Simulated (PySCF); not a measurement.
# TcCl₂ at several levels of theory

All levels use the PBE0 minimum (sextet; Tc–Cl 2.280 Å (×2); Cl–Tc–Cl 180.0°), basis [Tc def2-TZVP with ECP28, Cl def2-TZVP], scalar-relativistic core potentials, density fitting, no spin–orbit coupling, PySCF. For vertical energies the ionised species is a quintet (spins chosen at PBE0 and kept) and the electron-attached one a quintet. Atomisation goes to high-spin ground-configuration atoms, without zero-point energy. Open shells are unrestricted, also as the reference of the correlated levels. A dash marks a value that was not computed or is not defined at that level.

```tsv
level	atomisation (kJ/mol)	vertical IP (eV)	vertical EA (eV)	−ε(HOMO) (eV)
PBE0	832	9.99	1.75	7.80
HF	597	10.36	0.44	11.24
MP2	793	10.41	1.66	–
PBE	864	9.44	1.80	6.25
r2SCAN	859	9.77	1.59	6.71
B3LYP	783	9.83	2.02	7.44
TPSSh	844	9.70	1.67	6.98
B2PLYP	780	9.92	1.88	–
B97-3	793	9.93	1.89	7.80
```

Spin contamination in at least one species weakens the values at: HF, MP2, B2PLYP.

Without diffuse functions attachment energies tend to come out too low.

Other spin states or occupations of the open shell can lie lower.
